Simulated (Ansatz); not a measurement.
`[F][InH][CH]([SiH3])Cl` and `[SiH3]C(Cl)I` differ in one atom or group.

Ansatz, PBE0-D4/def2-TZVP geometries, multiplicity 1. Each molecule was computed in one conformer, which needn't be the lowest.

Elements past krypton have def2 core potentials.  Spin–orbit coupling is left out; it splits and shifts lone-pair levels of the heavy atoms by tenths of an eV.

```tsv
property	`[F][InH][CH]([SiH3])Cl`
HOMO–LUMO gap (ωB97M-V/def2-TZVPP) / eV	9.60
HOMO–LUMO gap (PBE/def2-TZVPP) / eV	4.03
HOMO–LUMO gap (B3LYP/def2-TZVPP) / eV	5.46
zero-point energy (PBE0-D4/def2-TZVP) / kJ/mol	131.6
LUMO energy (ωB97M-V/def2-TZVPP) / eV	-0.25
HOMO energy (ωB97M-V/def2-TZVPP) / eV	-9.84
```

(1) What does the change do to each property? (Estimate.)

Results:

(1) Ansatz gave: 
| property | `[SiH3]C(Cl)I` | shift |
| --- | --- | --- |
| HOMO–LUMO gap (ωB97M-V/def2-TZVPP) / eV | 10.04 | 0.44 |
| HOMO–LUMO gap (PBE/def2-TZVPP) / eV | 3.88 | -0.15 |
| HOMO–LUMO gap (B3LYP/def2-TZVPP) / eV | 5.47 | 0.01 |
| zero-point energy (PBE0-D4/def2-TZVP) / kJ/mol | 113.1 | -18.5 |
| LUMO energy (ωB97M-V/def2-TZVPP) / eV | 0.34 | 0.59 |
| HOMO energy (ωB97M-V/def2-TZVPP) / eV | -9.71 | 0.13 |

The zero-point energy changes by -18.5 kJ/mol with -6 modes.

Positive LUMOs are unbound, so they and the gaps depend on the basis.

B3LYP here is the variant with VWN-RPA as its local correlation; programs differ in this.
